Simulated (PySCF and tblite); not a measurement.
The numbers below are computed, except where a source is named.
C₃H₄BrF₃, numbered as in [F:1][C:2]([F:3])([F:4])[CH2:5][CH2:6][Br:7]. Level: PBE0-D3(BJ)/def2-TZVP//PBE0-D3(BJ)/def2-SVP, thermal terms from GFN2-xTB, symmetry numbers and mirror pairs counted. Conformers within 4 kcal/mol (GFN2-xTB free energy) were kept, 7 at most. GIAO shieldings: PBE0/pcSseg-1. Shifts are against TMS (¹H), TMS (¹³C), CFCl3 (¹⁹F) at the same level. Codes: tblite and PySCF.

Torsions listed: C2–C5–C6–Br7. Of a mirror pair one member is shown.

```tsv
conformer	shape	point group	mirror pair	ΔE(DFT)	Δ(G−E) at 230 K	δ C5 (ppm)
1	180°	Cs	no	0.00	0.00	41.1
2	-72°	C1	yes	1.54	0.13	39.2
```

Energies in kcal/mol; the thermal term leaves out symmetry numbers and mirror images.

(1) Work out the weights at 230 K and the ¹³C shift of C5 under fast exchange.

Spin–orbit effects of the heavy atoms on shieldings are missing.

## Answers

(1) RT = 0.457 kcal/mol. Each conformer gets RT ln(σ/g), with σ the rotational symmetry number and g = 2 for a mirror pair: 1: σ = 1, g = 1, G = 0.00 + 0.00 + 0.00 = 0.00, 0.00 above the lowest, exp(−ΔG/RT) = 1.000; 2: σ = 1, g = 2, G = 1.54 + 0.13 − 0.32 = 1.35, 1.35 above the lowest, exp(−ΔG/RT) = 0.052. The sum is 1.052, so the weights are 95.1, 4.9 %. The averaged shift is 41.0 ppm. At 298.15 K it is 40.9 ppm. At 298.15 K the leading conformer alone gives 41.1 ppm and bare DFT energies give 41.0 ppm.
